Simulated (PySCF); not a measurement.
A geometry optimisation on `ClC1=C/C=C\C=C/C=C\1`.

Computed with PBE/def2-SV(P) geometry optimisation, gas phase (PySCF 2.14.0). Start geometry: GFN2-xTB. The input is one job of a driver script: a line of settings, then coordinates in Å.

Input:
```
{"job": {"xc": "PBE", "basis": "def2-SV(P)", "grid": 1, "kind": "geom"}, "charge": 0, "multiplicity": 1}
Cl     2.986998     0.235108     1.403333
C      1.605166    -0.035880     0.371747
C      1.119029    -1.262498     0.233450
C     -0.002005    -1.610884    -0.642556
C     -1.222876    -1.092417    -0.577189
C     -1.681275    -0.081782     0.378924
C     -1.174087     1.135143     0.540482
C     -0.056594     1.703108    -0.215356
C      1.162057     1.184343    -0.308623
H      1.591232    -2.091572     0.744793
H      0.203876    -2.413372    -1.341087
H     -1.998415    -1.480533    -1.227692
H     -2.563755    -0.366018     0.941001
H     -1.649411     1.823529     1.229731
H     -0.267227     2.652726    -0.693972
H      1.939689     1.709943    -0.848395
```

Output:
```
step   0  E = -768.20510364  max force = 0.021155
step   1  E = -768.21274743  max force = 0.004409
step   2  E = -768.21293391  max force = 0.002353
step   3  E = -768.21299985  max force = 0.001735
step   4  E = -768.21303444  max force = 0.000464
step   5  E = -768.21303621  max force = 0.000443
optimisation converged
```

Energies in Eh; «max force» is the largest Cartesian gradient component in Eh/bohr.

Q: Give the first gradient maximum in eV/Å.

A: With 1 Eh/bohr = 51.422 eV/Å, 1.088 eV/Å.

Q: How much energy does the optimisation release, in kJ/mol?

A: E(step 0) − E(last step) = 0.007933 Eh, which is 20.8 kJ/mol.

In short: final energy -768.21304 Eh after 5 steps; dipole 1.56 D.

Q: Where do the atoms end?

A: 0.124 Å rms from the input after alignment:
```
atom  x, y, z in Å
Cl1    5.3060    0.8908    2.4498
C2     3.8344    0.6717    1.5008
C3     3.3334   -0.5785    1.3553
C4     2.1627   -0.9523    0.5464
C5     0.9109   -0.4315    0.6063
C6     0.4239    0.6371    1.4926
C7     0.9462    1.8778    1.6650
C8     2.1189    2.4531    0.9873
C9     3.3653    1.9319    0.8929
H10    3.8982   -1.4083    1.8196
H11    2.3159   -1.8235   -0.1212
H12    0.1343   -0.9158   -0.0184
H13   -0.5318    0.4182    2.0092
H14    0.3806    2.5808    2.3075
H15    1.9657    3.4603    0.5508
H16    4.1502    2.5277    0.3899
```

Hardware: one thread, Arm Neoverse V1 (aarch64), no GPU (shared host). Cost: 77 s of wall time, 0.59 GiB resident at most.
Labels such as C1 count atoms from 1, the log's own numbers from 0.
